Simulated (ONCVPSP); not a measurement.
**What the settings do to the ONCV potential of Sb (Z = 51)**

Base potential:

* Element: Sb (Z = 51)
* Generator: ONCVPSP 4.0.1
* Type: optimised norm-conserving Vanderbilt (ONCV)
* Functional: PW91
* Relativity: scalar-relativistic
* Frozen core: [Ar] 3d10
* Valence charge: 23
* Reference configuration: 4s2 4p6 4d10 5s2 5p3
* Partial waves: 4s+5s: rc 1.30 bohr, ncon 3, nbas 7, qcut 7.2 1/bohr, 3 projectors, debl 4 Ha; 4p+5p: rc 1.60 bohr, ncon 4, nbas 8, qcut 7.5 1/bohr, 3 projectors, debl 3.5 Ha; 4d: rc 1.00 bohr, ncon 4, nbas 7, qcut 10.5 1/bohr, 1 projector
* Local potential: polynomial inside 0.95 bohr (lpopt 5, dvloc0 4 Ha)
* Core correction: Teter function, fcfact 1.5, rcfact 1.6

All-electron outer shells of the reference configuration (PW91, scalar-relativistic, ld1.x):

| shell | level (eV) | outermost node (bohr) | outermost maximum (bohr) |
| --- | --- | --- | --- |
| 3p | -750.58 | 0.13 | 0.29 |
| 3d | -516.05 | – | 0.24 |
| 4s | -148.86 | 0.39 | 0.73 |
| 4p | -101.81 | 0.39 | 0.76 |
| 4d | -33.54 | 0.38 | 0.84 |
| 5s | -12.90 | 0.95 | 1.90 |
| 5p | -4.88 | 1.04 | 2.32 |

Cutoffs, loose and tight: the cutoffs (Ha) at which the residual kinetic energy of the hardest occupied pseudo-wave falls to 1 and 0.1 mHa per electron. They do not see the model core or the augmentation charge, which bear on the density cutoff. Test errors are all-electron minus pseudo excitation energies from the reference, over the configurations 4s2 4p6 4d10 5s2 5p2; 4s2 4p6 4d10 5s2 5p1; 4s2 4p6 4d10 5s2 5p0; 4s2 4p5 4d10 5s2 5p3. A dash means not determined; rows that change the core or the reference have their own tests.

A true bound ghost makes a file unfit for plane-wave use even where its test errors are small: the radial tests pick states by their node count and pass the ghost by.

| change | outcome | cutoff, loose | cutoff, tight | bound ghosts | GHOST(+) flags above zero | largest test error (meV) |
| --- | --- | --- | --- | --- | --- | --- |
| base | generated | 49 Ha | 60 Ha | none | s | -84 |
| functional PBE | generated | 49 Ha | 60 Ha | none | s | -85 |
| s: rc 1.02 | generated | – | – | none | s | -88 |
| core correction Teter function, fcfact 1.5, rcfact 2.02 | generated | 49 Ha | 60 Ha | none | s | -94 |
| p: rc 1.56 | generated | 49 Ha | 60 Ha | none | s | -93 |
| core correction none | generated | 49 Ha | 60 Ha | none | s | -80 |

Problem. What comes out with this change to the base: p: ncon 5, nbas 9?

Solution. outcome: generated; cutoff, loose: 49 Ha; cutoff, tight: 60 Ha; bound ghosts: none; GHOST(+) flags above zero: s; largest test error (meV): -104.

Problem. What comes out with this change to the base: core [Kr] 4d10, valence charge 5; reference 5s2 5p1; waves now 5s: rc 1.80 bohr, ncon 5, nbas 8, qcut 3.8 1/bohr, 3 projectors, debl 2.3 Ha; 5p: rc 1.60 bohr, ncon 4, nbas 7, qcut 4.2 1/bohr, 3 projectors, debl 2.9 Ha; local potential polynomial inside 1.50 bohr (lpopt 4, dvloc0 0 Ha)?

Solution. outcome: generated; cutoff, loose: 54 Ha; cutoff, tight: 73 Ha; bound ghosts: s, p; GHOST(+) flags above zero: none; largest test error (meV): -147.
